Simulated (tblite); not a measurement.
C₆H₉NO₂Si.
Atom-mapped SMILES: `[CH3:1][CH2:2][O:3]/[CH:4]=[CH:5]/[Si@@H:6]([C:7]#[N:8])[CH:9]=[O:10]` (hydrogens: H11, H12, H13 on C1; H14, H15 on C2; H16 on C4; H17 on C5; H18 on Si6; H19 on C9)

A start from a force field or distance geometry was refined with tblite, GFN2-xTB geometry optimisation, gas phase. Values at the start:

```
coordinate    start
     C1–C2  1.544 Å
    C1–H11  1.116 Å
     C2–O3  1.405 Å
    C2–H14  1.127 Å
    C2–H15  1.094 Å
     O3–C4  1.380 Å
     C4=C5  1.332 Å
    C4–H16  1.089 Å
    C5–Si6  1.833 Å
    C5–H17  1.077 Å
    Si6–C7  1.808 Å
    Si6–C9  1.856 Å
   Si6–H18  1.482 Å
     C7≡N8  1.165 Å
    C9=O10  1.239 Å
    C9–H19  1.092 Å
  C1–C2–O3   111.1°
  C2–O3–C4   120.5°
  O3–C4–C5   124.2°
 C4–C5–Si6   117.3°
 C5–Si6–C7   111.5°
 C5–Si6–C9   110.5°
Si6–C9–O10   120.7°
 C7–Si6–C9   105.6°
```

Q: How do these coordinates change at the GFN2-xTB level?

A: 
| coordinate | GFN2-xTB (Å or °) | change |
| --- | --- | --- |
| Si6–C9 | 1.924 | +0.068 |
| Si6–C7 | 1.873 | +0.065 |
| O3–C4 | 1.335 | -0.045 |
| C9=O10 | 1.204 | -0.035 |
| C1–H11 | 1.087 | -0.029 |
| C2–H14 | 1.098 | -0.029 |
| C5–Si6 | 1.859 | +0.026 |
| C1–C2 | 1.520 | -0.024 |
| C7≡N8 | 1.146 | -0.019 |
| C9–H19 | 1.111 | +0.019 |
| C2–O3 | 1.419 | +0.014 |
| Si6–H18 | 1.470 | -0.012 |
| C4=C5 | 1.339 | +0.007 |
| C4–H16 | 1.082 | -0.007 |
| C5–H17 | 1.082 | +0.005 |
| C2–H15 | 1.098 | +0.004 |
| C4–C5–Si6 | 123.0 | +5.7 |
| O3–C4–C5 | 128.7 | +4.5 |
| C1–C2–O3 | 107.8 | -3.3 |
| Si6–C9–O10 | 123.6 | +2.9 |
| C5–Si6–C9 | 112.6 | +2.1 |
| C5–Si6–C7 | 109.7 | -1.8 |
| C7–Si6–C9 | 104.0 | -1.6 |
| C2–O3–C4 | 119.2 | -1.3 |

The energy falls by 18.2 kcal/mol over 241 L-BFGS steps, the largest force on an atom goes from 3.85 to 0.008 eV/Å, and the atoms move by 0.822 Å rms after alignment. The bond that changes most is Si6–C9 (SiH silicon to carbonyl carbon), which lengthens by 0.068 Å. Bonds longer at the end by more than 0.005 Å: 7 of 18; shorter: 10. Among the dihedrals that turn most is H18–Si6–C9–H19, from -167° to 73°. Rotational constants go from 1922, 475.1, 407.8 to 1748, 512.9, 419.7 MHz.

Hardware: an Intel Xeon at 2.50 GHz with one thread, shared host. Cost: 7.6 s of wall time.

Its GFN2-xTB frequencies are all real (lowest 33 cm⁻¹). One conformer, not necessarily the lowest. 3 starts were optimised and ended at 0.00, 0.71 and 0.85 kcal/mol (GFN2-xTB); the lowest of these is shown.

These are computed values.
